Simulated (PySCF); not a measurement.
Compound: AlEt2(NCO), C5H10AlNO.
Cartesian coordinates in Å at the PBE0-D3(BJ)/def2-SVP level; atoms count from 1:
```
atom  x, y, z in Å
Al1    0.0569    0.1421    0.0457
C2     1.9643    0.2012    0.4775
C3     2.6210   -1.1311    0.8410
H4     2.0901    0.9295    1.3021
H5     2.4879    0.6733   -0.3754
H6     3.6860   -1.0145    1.1004
H7     2.1263   -1.6099    1.7009
H8     2.5679   -1.8530    0.0104
C9    -1.0254    1.6304   -0.6207
C10   -2.4501    1.2829   -1.0529
H11   -0.4747    2.1213   -1.4449
H12   -1.0429    2.3967    0.1791
H13   -3.0245    2.1736   -1.3563
H14   -2.4585    0.5868   -1.9067
H15   -3.0148    0.7910   -0.2451
N16   -0.8003   -1.4122    0.3147
C17   -1.3937   -2.4431    0.4748
O18   -1.9718   -3.4483    0.6329
```

The closed-shell ground state was solved at several levels (PySCF, density fitting, gas phase, non-relativistic).

| level | basis functions | HOMO (eV) | LUMO (eV) | gap (eV) | dipole (D) |
| --- | --- | --- | --- | --- | --- |
| PBE0/pcSseg-1 (pcSseg-2 on Al) | 212 | -7.36 | -0.87 | 6.49 | 3.10 |
| B3LYP/pcSseg-1 (pcSseg-2 on Al) | 212 | -7.14 | -1.08 | 6.06 | 3.06 |
| PBE/pcSseg-1 (pcSseg-2 on Al) | 212 | -6.10 | -1.63 | 4.47 | 2.93 |

Question: What might CAM-B3LYP/def2-SVPD (247 basis functions) give for the same quantities?

Answer: HOMO -8.71 eV, LUMO 0.05 eV, gap 8.76 eV, dipole 3.26 D.

Question: Over all these levels, which gives the widest orbital gap and which the narrowest?

Answer: CAM-B3LYP/def2-SVPD (range-separated hybrid) has the widest, 8.76 eV, and PBE/pcSseg-1 (pcSseg-2 on Al) (GGA) the narrowest, 4.47 eV. Functional and basis both differ between the two, so the spread mixes both effects.

Question: In the pcSseg-1 (pcSseg-2 on Al) basis, how does the gap go with the fixed share of exact exchange?

Answer: PBE (0 %) 4.47 eV; B3LYP (20 %) 6.06 eV; PBE0 (25 %) 6.49 eV. Each rise in the share widens the gap here.

Question: How far do the dipole and the HOMO energy spread over the levels?

Answer: The dipole runs from 2.93 to 3.26 D (mean 3.08 D) and the HOMO from -8.71 to -6.10 eV.

One conformer stands for the species.
